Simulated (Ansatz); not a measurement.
One change: `[AlH2][SiH2]C[SiH3]` becomes `[SiH3]C[SiH2]C=S`.

Ansatz, PBE0-D4/def2-TZVP geometries, multiplicity 1. Each molecule was computed in one conformer, which needn't be the lowest.

```json
{"property": "LUMO energy (PBE/def2-TZVPP) / eV", "`[AlH2][SiH2]C[SiH3]`": "-2.04"}
{"property": "LUMO energy (PBE0/def2-TZVPP) / eV", "`[AlH2][SiH2]C[SiH3]`": "-1.25"}
{"property": "HOMO–LUMO gap (PBE/def2-TZVPP) / eV", "`[AlH2][SiH2]C[SiH3]`": "4.02"}
{"property": "size of the dipole moment (ωB97M-V/def2-TZVPP) / D", "`[AlH2][SiH2]C[SiH3]`": "2.06"}
{"property": "LUMO energy (ωB97M-V/def2-TZVPP) / eV", "`[AlH2][SiH2]C[SiH3]`": "0.42"}
{"property": "HOMO–LUMO gap (B3LYP/def2-TZVPP) / eV", "`[AlH2][SiH2]C[SiH3]`": "5.54"}
```

(1) Give the same properties after the change, and the shifts. (Estimate.)

Results:

(1) Ansatz gave: 
```tsv
property	`[SiH3]C[SiH2]C=S`	shift
LUMO energy (PBE/def2-TZVPP) / eV	-3.69	-1.65
LUMO energy (PBE0/def2-TZVPP) / eV	-2.76	-1.51
HOMO–LUMO gap (PBE/def2-TZVPP) / eV	1.60	-2.42
size of the dipole moment (ωB97M-V/def2-TZVPP) / D	1.41	-0.65
LUMO energy (ωB97M-V/def2-TZVPP) / eV	-0.59	-1.01
HOMO–LUMO gap (B3LYP/def2-TZVPP) / eV	3.32	-2.22
```

With PBE0 the HOMO rises by 0.63 eV and the LUMO falls by 1.51 eV, so the gap narrows by about 2.14 eV. PBE moves the HOMO by 0.78 eV and ωB97M-V by 0.44 eV. Dipoles are sizes alone; their direction can turn.

B3LYP here is the variant with VWN-RPA as its local correlation; programs differ in this.
